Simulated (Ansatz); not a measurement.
A made-up structure of MgBH₃Te, singlet:

B1  (-1.280, 0.526, -1.158)
Mg2  (0.208, 0.112, 0.509)
Te3  (1.937, -0.369, 2.453)
H4  (-1.298, -0.093, -2.188)
H5  (-0.416, -0.057, 2.103)
H6  (2.551, -1.561, 1.472)
(Å)

It is relaxed with PBE-D4/def2-SVP and then PBE0-D4/def2-TZVP (Ansatz 0.2.0). Atoms count as bonded within 1.22 times the sum of their covalent radii (H–H: 0.88 Å). The end point is not checked to be a true minimum.

Q: Does its bonding change? (Judge from chemistry; the calculation decides.)

A: By the calculation: Yes. Formed: B1–H5; broken: Mg2–H5.

Where it ends: The first stage lowers the energy by 4.49 eV in 23 steps. It ends as MgBH₃Te ([BH2][Mg][TeH]):
| atom | x (Å) | y (Å) | z (Å) |
| --- | --- | --- | --- |
| B1 | -1.2433 | 0.2781 | -0.2742 |
| Mg2 | 0.5335 | -0.2581 | 1.0367 |
| Te3 | 2.6027 | -0.8817 | 2.5619 |
| H4 | -1.2644 | 0.0845 | -1.4597 |
| H5 | -2.2465 | 0.7808 | 0.1551 |
| H6 | 3.3189 | -1.4461 | 1.1727 |

Labels in which every atom is bracketed show which atoms are joined, not bond orders.

For scale, one of the runs: PBE0-D4/def2-TZVP relaxation, 131 basis functions, launched by `ansatz run in.yaml --threads 2 --pin off --events-out ev --progress --plain --max-ram 4352MiB`. Hardware: 2 CPU threads of an Arm Neoverse V2, shared host. Wall time about 16 s.
